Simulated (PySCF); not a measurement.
Bond energies at MP2/def2-TZVPP beside a composite method

PySCF, lowest determinants of a PBE0 search. The composite is CCSD(T) extrapolated to the basis-set limit from two correlation-consistent sets, with core-valence (CV) and scalar-relativistic (SR) terms as its label shows; it has no spin–orbit coupling and nothing beyond (T).

```
species  state (unpaired electrons)  De MP2 (eV)  De composite (eV)              composite  dissociates to
    BBr      singlet (closed shell)         4.62               4.58     CCSD(T)/CBS(TQ)+CV          B + Br
     BH      singlet (closed shell)         3.48               3.69  CCSD(T)/CBS(TQ)+CV+SR           B + H
    MgS      singlet (closed shell)         2.20               2.19  CCSD(T)/CBS(DT)+CV+SR          Mg + S
    SnO      singlet (closed shell)         6.10               5.77     CCSD(T)/CBS(DT)+CV          Sn + O
    CaH               doublet (σ ↑)         1.55               1.77        CCSD(T)/CBS(DT)          Ca + H
   AlSi         quartet (σ ↑, π ↑↑)         2.48               2.55  CCSD(T)/CBS(TQ)+CV+SR         Al + Si
    BrF      singlet (closed shell)         2.76               2.72     CCSD(T)/CBS(TQ)+CV          Br + F
    CsF      singlet (closed shell)         5.13               5.28     CCSD(T)/CBS(DT)+CV          Cs + F
```

Problem. Does MP2 bind more or less than the composite, by how much on average, and where is the difference largest?

Solution. MP2/def2-TZVPP binds about as much on average, method and basis taken together: the mean signed difference is -0.03 eV and the mean absolute one 0.13 eV; it is largest for SnO (+0.33 eV).

The molecules are drawn from runs that passed checks on state, spin purity and fit, so the hardest cases are missing and the errors look smaller than over all diatomics.

Correlated steps freeze the inner cores (1 to 24 orbitals); shallow outer-core shells are correlated. UHF and ROHF references stand side by side, which adds small steps between rows. These are scalar-relativistic numbers at best; spin–orbit coupling would shift them, the dissociation energy most. Where the molecule has an RHF reference, its open-shell atoms are computed with UHF. The CCSD T1 diagnostic is raised in AlSi, MgS, SnO, a sign that a single reference may not be enough there. States were picked by a PBE0 search and need not be the measured ground states.
